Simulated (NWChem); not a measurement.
# C₃H₅BF₂; SMILES FB(F)C1CC1

```xyz
11

F      1.2739     1.0111    -0.0016
B     -0.0432     0.8519     0.0001
F     -0.7666     1.9592     0.0006
C     -0.6711    -0.5537     0.0013
C      0.0533    -1.6665    -0.7403
C      0.0561    -1.6668     0.7398
H     -1.7633    -0.6101     0.0033
H     -0.5709    -2.3956    -1.2630
H      0.9799    -1.4090    -1.2605
H     -0.5661    -2.3961     1.2645
H      0.9846    -1.4094     1.2565
```
Atoms are numbered in this order, from 1.

Level: PBE0/def2-SVP (NWChem), optimised geometry, unscaled harmonic frequencies. 

```
frequency (cm⁻¹)  IR intensity (km/mol)
----------------  ---------------------
69                                  0.0
177                                 0.5
190                                 0.2
386                                 5.0
517                                11.8
680                                39.3
743                                 0.7
800                                 0.1
847                                16.4
888                                 1.7
966                                32.6
1035                               29.4
1065                                0.7
1082                                3.8
1124                                3.8
1189                                0.2
1218                               40.6
1255                               97.3
1409                              230.4
1437                                4.2
1452                              286.3
1505                               90.3
3154                                8.6
3159                                4.2
3197                                2.3
3250                                0.0
3260                                3.1
```

The zero-point energy is 51.5 kcal/mol. The thermal correction to the enthalpy at 298.15 K (with zero-point energy) is 55.9 kcal/mol and the heat capacity Cv is 20.3 cal/(mol K). The entropy at 298.15 K and 1 atm (symmetry number 1) is 78.0 cal/(mol K) and the dipole moment comes out as 1.97 D.

Rigid rotor and harmonic oscillator; modes under 100 cm⁻¹ make the entropy uncertain.
